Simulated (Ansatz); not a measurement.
Born–Oppenheimer molecular dynamics of C3H10O2Si (16 atoms, charge 0, multiplicity 1). It starts from a relaxed structure.

These are results of RKS CAM-B3LYP-D4/6-31G in Ansatz 0.2.0, not measurements.

* ensemble: NVT, Nosé–Hoover chain
* time step: 0.5 fs
* steps asked: 166
* set temperature: 700 K
* thermostat: time constant 100 fs, chain length 5
* seed: 41451

First frame:

```xyz
16
Properties=species:S:1:pos:R:3
Si -0.162 -0.255 0.640
C 0.009 0.089 2.465
H -0.972 0.202 2.932
H 0.550 -0.720 2.962
H 0.568 1.016 2.608
O 1.421 -0.442 0.020
C 1.805 -0.912 -1.279
H 1.158 -1.731 -1.623
H 1.769 -0.101 -2.013
H 2.829 -1.279 -1.212
O -1.004 1.072 -0.036
C -1.541 1.189 -1.360
H -1.988 0.246 -1.702
H -2.314 1.957 -1.340
H -0.763 1.490 -2.070
H -0.928 -1.498 0.254
```

Q: What does the run give?

A: The run went to its last step.

```yaml
steps_done: 166
time_covered: 83 fs
mean_temperature_over_the_second_half: 383 K
spread_of_the_potential_energy_over_the_second_half: 12.2 meV per atom
mean_potential_energy_of_the_second_half_above_the_start: 44.1 meV per atom
```

The conserved energy stayed within 0.63 meV per atom of its start (net change 0.6 meV per atom), so the integration is sound. The mean temperature of the second half is 45 % below the set value. A run of 0.083 ps of so small a system gives no equilibrium averages. Limits of this set-up: no polarisation functions.

Q: What happens to the structure?

A: The same pairs are bonded in the first frame and the last. Pairs count as bonded within 1.25 times the sum of covalent radii (0.12 Å more for H–H). This is one draw of velocities; another would differ in detail.

Q: How do temperature and energy run in time?

A: 
```csv
time (fs),T (K),potential energy less start (eV),conserved less start (meV/atom)
0.0,700,0.000,0.00
4.0,379,0.586,0.26
8.0,248,0.827,0.53
12.0,444,0.472,0.27
16.0,358,0.629,0.23
20.0,499,0.379,0.26
24.0,360,0.641,0.51
28.0,204,0.929,0.47
32.0,518,0.359,0.07
36.0,371,0.638,0.25
40.0,244,0.881,0.56
44.0,481,0.462,0.33
48.0,355,0.700,0.24
52.0,349,0.721,0.33
56.0,384,0.678,0.50
60.0,250,0.935,0.49
64.0,528,0.441,0.11
68.0,480,0.550,0.21
72.0,184,1.108,0.61
76.0,430,0.676,0.36
80.0,459,0.644,0.23
```

Time of the run: 11 min on 2 threads of Arm Neoverse V1, with other jobs on the host, peak memory 0.23 GiB.
